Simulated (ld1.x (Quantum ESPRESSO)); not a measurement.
**Before and after: TM potential for Pb (Z = 82)**

```
Element                 : lead
Generator               : ld1.x (Quantum ESPRESSO) 7.5
Type                    : norm-conserving Troullier–Martins (Kleinman–Bylander form)
Functional              : LDA (PZ)
Relativity              : scalar-relativistic
Frozen core             : [Xe] 4f14
Valence charge          : 14
Reference configuration : 5d10 6s2 6p2
Partial waves           : 6s (bound): rc 1.90 bohr; 6p (bound): rc 2.10 bohr; 5d (bound): rc 1.60 bohr
Local potential         : all-electron potential smoothed inside 1.35 bohr (lloc = -1)
Core correction         : none
```

Change: wave 6s (bound): rc 1.90 bohr becomes 6s (bound): rc 1.30 bohr.

Cutoffs: the cutoffs (Ry, on a coarse ladder) from which the occupation-weighted sum of valence levels, in a spherical-Bessel basis at the reference potential, stays within 10 and 1 mRy of its value at 400 Ry; they do not see the model core or the augmentation charge, which bear on the density cutoff. Errors are all-electron minus pseudo energies relative to the spin-unpolarised reference configuration.

Question: How do hardness, ghosts and transferability respond?

Answer: Both files keep a bound ghost (p, s); of the 9 tests that both files solve, the error grows in 6 and shrinks in 0 by more than 15 % and 0.3 meV (median size 4.8 → 11.6 meV); the range in which the s phases agree widens (upper end 2.2 → at the end of the scan). That the errors move this way runs against the usual rule that smaller radii transfer better.

| quantity | base | changed |
| --- | --- | --- |
| cutoff, loose | 55 Ry | 140 Ry |
| cutoff, tight | 90 Ry | over 300 Ry |
| loose cutoff by channel (10 mRy a level) | s 18 Ry, p 18 Ry, d 45 Ry | s 140 Ry, p 18 Ry, d 45 Ry |
| bound ghosts | s, p | s, p |
| error for 5d10 6s2 6p1, meV [ΔE 6.83 eV] | -2.5 | -3.3 |
| error for 5d10 6s2 6p0, meV [ΔE 20.59 eV] | -9.1 | -15 |
| error for 5d10 6s1 6p0, meV [ΔE 53.47 eV] | -6.1 | +12 |
| error for 5d10 6s2 6p1.5, meV [ΔE 2.61 eV] | -0.8 | -0.9 |
| error for 5d9 6s2 6p2, meV [ΔE 27.30 eV] | -57 | -64 |
| error for 5d10 6s1 6p2, meV [ΔE 16.43 eV] | +0.5 | +17 |
| error for 5d10 6s0 6p0, meV [ΔE 96.67 eV] | +5.4 | +199 |
| error for 5d10 6s2 6p2 (spin-polarised), meV [ΔE -0.45 eV] | +4.8 | +4.7 |
| error for 5d10 6s2 6p1 (spin-polarised), meV [ΔE 6.69 eV] | -0.7 | -1.6 |
| s: phases at 2.31 bohr within 0.05 rad from the reference energy up to (Ry; the scan ends near 5) | 2.2 | to the end of the scan |
| p: phases at 2.31 bohr within 0.05 rad from the reference energy up to (Ry; the scan ends near 5) | 3.6 | 3.6 |
| d: phases at 2.31 bohr within 0.05 rad from the reference energy up to (Ry; the scan ends near 5) | to the end of the scan | to the end of the scan |

 A true bound ghost makes a file unfit for plane-wave use even where its test errors are small: the radial tests pick states by their node count and pass the ghost by.
